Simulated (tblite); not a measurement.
C9H18Ge.
Structure used (GFN2-xTB), in Å, numbered top down from 1:
```xyz
28
C9H18Ge angstrom
C      3.0543   -2.7562   -0.7406
C      2.2868   -1.6797   -0.7942
C      2.7390   -0.3910   -1.4002
Ge     0.4549   -1.6785   -0.0537
C     -0.9732   -1.1467   -1.3401
C     -1.7716   -0.0908   -0.5795
C     -0.8101    0.7934    0.2198
C     -1.5330    1.8570    1.0488
C     -2.1591    2.9632    0.2067
C      0.0297   -0.1228    1.1137
H      2.7041   -3.6720   -0.2920
H      4.0583   -2.7704   -1.1397
H      3.7471   -0.4659   -1.8030
H      2.0613   -0.0980   -2.2024
H      2.7196    0.3973   -0.6468
H      0.2094   -3.0224    0.6115
H     -1.6098   -1.9672   -1.6647
H     -0.5294   -0.7082   -2.2350
H     -2.3715    0.5071   -1.2677
H     -2.4497   -0.5833    0.1221
H     -0.1438    1.2980   -0.4905
H     -0.8146    2.3072    1.7390
H     -2.3080    1.3736    1.6495
H     -1.4042    3.4497   -0.4078
H     -2.6112    3.7153    0.8498
H     -2.9324    2.5682   -0.4472
H      0.9032    0.3961    1.5054
H     -0.5670   -0.4455    1.9680
```

Computed with GFN2-xTB (tblite): harmonic, unscaled wavenumbers at the GFN2-xTB geometry, gas phase. This tight-binding method is rough: wavenumbers can miss measured ones by several per cent, in bad cases by 10 to 20. Modes of hydrogen on germanium can be 10 to 20 % off. One conformer, not necessarily the lowest.

Harmonic wavenumbers (cm⁻¹): 34.4, 38.8, 78.9, 94.1, 132.7, 136.3, 174.8, 208.9, 246.0, 248.0, 278.6, 322.1, 373.7, 384.4, 437.7, 484.8, 532.1, 562.1, 591.2, 632.3, 657.9, 685.2, 742.1, 779.7, 808.7, 886.4, 896.7, 925.2, 953.6, 974.9, 1002.6, 1019.9, 1035.8, 1048.2, 1059.3, 1076.9, 1108.8, 1119.9, 1171.3, 1181.7, 1197.1, 1205.8, 1252.1, 1265.5, 1300.8, 1310.5, 1348.1, 1361.4, 1390.8, 1409.8, 1415.7, 1461.0, 1467.1, 1476.2, 1478.3, 1490.8, 1494.9, 1506.3, 1510.0, 1686.5, 1874.2, 2906.3, 2953.0, 2956.6, 2960.4, 2966.1, 2972.2, 2976.4, 2983.3, 2988.0, 2996.6, 2998.7, 3020.3, 3026.4, 3031.3, 3042.6, 3057.2, 3091.8.

A = 1978, B = 527.5, C = 491.1 MHz; mass 200.062 u (most abundant isotopes); point group C1, symmetry number 1.

**Question.** What is the zero-point energy?

**Answer.** Half the sum of the wavenumbers: 52978 cm⁻¹ = 151.47 kcal/mol.

**Question.** Give the ideal-gas entropy at 298.15 K and 1 bar in the rigid-rotor, harmonic-oscillator model (classical rotation).

**Answer.** Translation 41.81, rotation 30.82, vibration 43.59: S = 116.2 cal/(mol K).

**Question.** And Cp and H(298.15 K) − H(0)?

**Answer.** Cp = 51.70 cal/(mol K), of which vibrations give 43.76 (their classical limit is 78 R = 155.0); H(298.15 K) − H(0) = 9.03 kcal/mol without the zero-point energy, 6.66 from vibrations.

**Question.** How do the functions run with temperature in this model?

**Answer.** 
| T (K) | S (cal/(mol K)) | Cp (cal/(mol K)) | H − H(0) (kcal/mol) | G − H(0) (kcal/mol) | ln q(vib) |
| --- | --- | --- | --- | --- | --- |
| 100 | 77.8 | 23.9 | 1.58 | -6.20 | 3.02 |
| 200 | 98.6 | 37.5 | 4.66 | -15.06 | 6.95 |
| 300 | 116.5 | 52.0 | 9.13 | -25.83 | 10.76 |
| 500 | 149.8 | 79.3 | 22.36 | -52.51 | 18.23 |
| 800 | 193.6 | 106.9 | 50.65 | -104.20 | 29.05 |
| 1000 | 218.8 | 119.2 | 73.33 | -145.48 | 35.82 |

q(vib) and H(0) count from the zero-point level.

**Question.** What must be added to the electronic energy to get the Gibbs energy at 298.15 K and 1 bar?

**Answer.** ZPE + [H(298.15 K) − H(0)] − T·S = 151.47 + 9.03 − 34.65 = 125.85 kcal/mol.

**Question.** Blend soft modes into free rotors: weight 1/[1 + (100 cm⁻¹/ν̃)⁴] for the oscillator and the rest for a rotor with moment μB/(μ + B), μ = h/(8π²ν), B = 10⁻⁴⁴ kg m². What vibrational entropy results?

**Answer.** 39.39 cal/(mol K) in place of 43.59, which changes −T·S at 298.15 K by +1.25 kcal/mol.

Hindered rotation and anharmonicity are outside this model. Other conformers, if any are populated, would add a mixing term that is left out. The structure is chiral; the term R ln 2 for an equal mix with its mirror image is left out.

The run took 7.4 s wall, 6.2 s CPU on one thread, Intel Xeon at 2.50 GHz (x86_64) (shared host). The figure is for the frequency step alone.
